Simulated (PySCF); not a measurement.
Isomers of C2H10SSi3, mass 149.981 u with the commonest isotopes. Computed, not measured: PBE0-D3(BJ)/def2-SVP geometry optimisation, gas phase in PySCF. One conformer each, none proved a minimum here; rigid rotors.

Task: Order these by radius of gyration √(Σ m r²/M), largest first.
A. `[CH3:1][C:2](=[S:3])[SiH:4]([SiH3:5])[SiH3:6]` with C1–C2–Si4–Si5 124°
B. `[SiH3:1][S:2][SiH:3]1[CH2:4][SiH2:5][CH2:6]1` with Si1–S2–Si3–C4 54°, S2–Si3–C4–Si5 -113°, Si3–C4–Si5–C6 -6°, C4–Si5–C6–Si3 6°, S2–Si3–C6–Si5 113°
C. `[CH3:1][C:2](=[S:3])[SiH2:4][SiH2:5][SiH3:6]` with C1–C2–Si4–Si5 141°, C2–Si4–Si5–Si6 59°

Result: C (2.229 Å), A (2.172 Å), B (2.046 Å).

Task: Order these by rotational constant C, largest first.
A. `[CH3:1][C:2](=[S:3])[SiH2:4][SiH2:5][SiH3:6]` with C1–C2–Si4–Si5 141°, C2–Si4–Si5–Si6 59°
B. `[SiH3:1][S:2][SiH:3]1[CH2:4][SiH2:5][CH2:6]1` with Si1–S2–Si3–C4 54°, S2–Si3–C4–Si5 -113°, Si3–C4–Si5–C6 -6°, C4–Si5–C6–Si3 6°, S2–Si3–C6–Si5 113°
C. `[CH3:1][C:2](=[S:3])[SiH:4]([SiH3:5])[SiH3:6]` with C1–C2–Si4–Si5 124°

Result: B (896.2 MHz), C (852.7 MHz), A (705.7 MHz).

Task: Order these by dipole moment, smallest first.
A. `[SiH3:1][S:2][SiH:3]1[CH2:4][SiH2:5][CH2:6]1` with Si1–S2–Si3–C4 54°, S2–Si3–C4–Si5 -113°, Si3–C4–Si5–C6 -6°, C4–Si5–C6–Si3 6°, S2–Si3–C6–Si5 113°
B. `[CH3:1][C:2](=[S:3])[SiH:4]([SiH3:5])[SiH3:6]` with C1–C2–Si4–Si5 124°
C. `[CH3:1][C:2](=[S:3])[SiH2:4][SiH2:5][SiH3:6]` with C1–C2–Si4–Si5 141°, C2–Si4–Si5–Si6 59°

Result: A (1.38 D), B (1.95 D), C (2.29 D).

```
                   SMILES  point group  Ia (u·Å²)  Ib (u·Å²)  Ic (u·Å²)      κ  μa (D)  μb (D)  μc (D)
 CC(=S)[SiH2][SiH2][SiH3]           C1     241.12     533.00     716.15  -0.65    1.90    1.27    0.14
CC(=S)[SiH]([SiH3])[SiH3]      near Cs     359.65     462.45     592.70  -0.13    0.12    0.17    1.94
   [SiH3]S[SiH]1C[SiH2]C1      near Cs     215.53     476.37     563.93  -0.77    1.25    0.58    0.01
```
